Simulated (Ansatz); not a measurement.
Born–Oppenheimer molecular dynamics of CH₇ClMgN₂ (12 atoms, charge 0, multiplicity 1). It starts at the highest image of a converged band, a first-order saddle point between two minima.

These are results of Ansatz 0.2.0, RKS revPBE/def2-SVP, not measurements.

| Property | Result |
| --- | --- |
| ensemble | NVE (velocity Verlet) |
| time step | 0.5 fs |
| steps asked | 200 |
| starting velocities drawn for | 300 K |
| seed | 3455 |

Frames 0.5 fs apart, positions in Å.

Velocities at 60.0 fs (Å/ps):

```
Mg -1.63 3.56 5.70
N 1.65 -5.18 -6.59
Cl 2.77 1.76 0.26
H 14.88 26.30 -19.92
N -10.72 -7.16 0.52
C 6.01 -1.72 1.95
H 4.03 7.76 -30.80
H -6.96 -6.07 -9.69
H 4.62 -2.91 2.53
H -12.66 7.15 0.18
H -7.04 11.41 -15.47
H -0.52 0.72 -12.31
```

```xyz
12
Properties=species:S:1:pos:R:3 time_fs=60.0 energy_less_start_eV=-0.065 T=352
Mg -0.252 -1.224 -0.895
N 1.616 0.156 -1.472
Cl -1.201 -2.652 -2.449
H 1.693 0.394 -0.490
N -0.269 -0.375 0.886
C -1.058 0.818 1.232
H 2.489 -0.302 -1.754
H 1.682 1.052 -2.010
H -0.211 -0.966 1.724
H -0.584 1.376 2.132
H -1.123 1.542 0.436
H -2.125 0.641 1.532
12
Properties=species:S:1:pos:R:3 time_fs=60.5 energy_less_start_eV=-0.082 T=364
Mg -0.252 -1.222 -0.892
N 1.616 0.154 -1.475
Cl -1.199 -2.651 -2.449
H 1.701 0.407 -0.499
N -0.274 -0.379 0.886
C -1.055 0.817 1.233
H 2.491 -0.299 -1.769
H 1.678 1.048 -2.014
H -0.209 -0.967 1.725
H -0.590 1.379 2.131
H -1.126 1.548 0.427
H -2.125 0.641 1.526
12
Properties=species:S:1:pos:R:3 time_fs=61.0 energy_less_start_eV=-0.097 T=376
Mg -0.253 -1.220 -0.889
N 1.617 0.151 -1.479
Cl -1.198 -2.650 -2.449
H 1.709 0.421 -0.505
N -0.279 -0.382 0.886
C -1.052 0.816 1.234
H 2.494 -0.296 -1.784
H 1.673 1.044 -2.018
H -0.207 -0.969 1.727
H -0.598 1.381 2.129
H -1.129 1.556 0.416
H -2.126 0.641 1.520
12
Properties=species:S:1:pos:R:3 time_fs=61.5 energy_less_start_eV=-0.106 T=382
Mg -0.254 -1.219 -0.886
N 1.618 0.149 -1.483
Cl -1.196 -2.649 -2.449
H 1.717 0.436 -0.509
N -0.285 -0.386 0.886
C -1.049 0.815 1.236
H 2.496 -0.294 -1.798
H 1.666 1.038 -2.021
H -0.205 -0.970 1.728
H -0.607 1.383 2.124
H -1.131 1.564 0.405
H -2.125 0.641 1.514
12
Properties=species:S:1:pos:R:3 time_fs=62.0 energy_less_start_eV=-0.104 T=381
Mg -0.255 -1.217 -0.884
N 1.619 0.146 -1.487
Cl -1.195 -2.648 -2.448
H 1.726 0.450 -0.512
N -0.290 -0.389 0.887
C -1.046 0.814 1.238
H 2.499 -0.293 -1.811
H 1.659 1.032 -2.024
H -0.203 -0.972 1.729
H -0.616 1.384 2.118
H -1.132 1.571 0.393
H -2.125 0.640 1.508
12
Properties=species:S:1:pos:R:3 time_fs=62.5 energy_less_start_eV=-0.093 T=372
Mg -0.256 -1.215 -0.881
N 1.619 0.144 -1.491
Cl -1.194 -2.647 -2.448
H 1.736 0.464 -0.513
N -0.296 -0.393 0.887
C -1.042 0.814 1.240
H 2.501 -0.292 -1.823
H 1.650 1.026 -2.027
H -0.201 -0.974 1.731
H -0.626 1.384 2.112
H -1.133 1.577 0.382
H -2.124 0.639 1.503
12
Properties=species:S:1:pos:R:3 time_fs=63.0 energy_less_start_eV=-0.072 T=357
Mg -0.257 -1.213 -0.879
N 1.620 0.141 -1.496
Cl -1.192 -2.646 -2.448
H 1.746 0.477 -0.515
N -0.301 -0.396 0.887
C -1.040 0.813 1.242
H 2.503 -0.292 -1.834
H 1.639 1.019 -2.030
H -0.199 -0.975 1.732
H -0.635 1.385 2.105
H -1.133 1.581 0.373
H -2.124 0.638 1.498
12
Properties=species:S:1:pos:R:3 time_fs=63.5 energy_less_start_eV=-0.048 T=338
Mg -0.257 -1.211 -0.876
N 1.621 0.139 -1.500
Cl -1.190 -2.645 -2.448
H 1.756 0.489 -0.516
N -0.307 -0.399 0.887
C -1.037 0.812 1.243
H 2.504 -0.292 -1.844
H 1.628 1.013 -2.034
H -0.197 -0.977 1.733
H -0.643 1.385 2.098
H -1.131 1.583 0.365
H -2.123 0.637 1.492
12
Properties=species:S:1:pos:R:3 time_fs=64.0 energy_less_start_eV=-0.025 T=321
Mg -0.258 -1.210 -0.874
N 1.622 0.136 -1.504
Cl -1.189 -2.644 -2.447
H 1.767 0.500 -0.519
N -0.312 -0.403 0.888
C -1.034 0.812 1.245
H 2.505 -0.292 -1.853
H 1.615 1.008 -2.039
H -0.195 -0.978 1.734
H -0.650 1.387 2.092
H -1.128 1.583 0.360
H -2.121 0.636 1.488
12
Properties=species:S:1:pos:R:3 time_fs=64.5 energy_less_start_eV=-0.010 T=309
Mg -0.259 -1.208 -0.871
N 1.623 0.134 -1.508
Cl -1.187 -2.643 -2.447
H 1.778 0.509 -0.524
N -0.318 -0.406 0.888
C -1.032 0.812 1.246
H 2.505 -0.292 -1.860
H 1.602 1.003 -2.045
H -0.194 -0.979 1.734
H -0.656 1.388 2.087
H -1.125 1.580 0.357
H -2.120 0.635 1.483
12
Properties=species:S:1:pos:R:3 time_fs=65.0 energy_less_start_eV=-0.007 T=307
Mg -0.260 -1.206 -0.869
N 1.624 0.132 -1.512
Cl -1.186 -2.642 -2.446
H 1.789 0.516 -0.530
N -0.323 -0.409 0.888
C -1.030 0.811 1.246
H 2.504 -0.293 -1.866
H 1.587 0.999 -2.052
H -0.193 -0.980 1.735
H -0.661 1.391 2.084
H -1.120 1.575 0.357
H -2.118 0.634 1.479
12
Properties=species:S:1:pos:R:3 time_fs=65.5 energy_less_start_eV=-0.016 T=314
Mg -0.261 -1.204 -0.867
N 1.625 0.129 -1.516
Cl -1.184 -2.641 -2.446
H 1.800 0.521 -0.539
N -0.328 -0.412 0.889
C -1.028 0.811 1.247
H 2.503 -0.293 -1.871
H 1.571 0.996 -2.060
H -0.192 -0.981 1.735
H -0.664 1.395 2.084
H -1.114 1.567 0.358
H -2.116 0.633 1.475
```

Of the whole run (100 fs, mean temperature of the second half 353 K): The conserved energy stayed within 0.17 meV per atom of its start (net change 0.12 meV per atom), so the integration is sound. A run of 0.1 ps of so small a system gives no equilibrium averages. The orbitals stay closed-shell, which can raise the energy where a bond breaks towards radicals; this wasn't checked here.

The run took 6.3 min on 2 threads of Intel(R) Xeon(R) Platinum 8375C CPU @ 2.90GHz (Ice Lake), with other jobs on the host, peak memory 0.18 GiB.
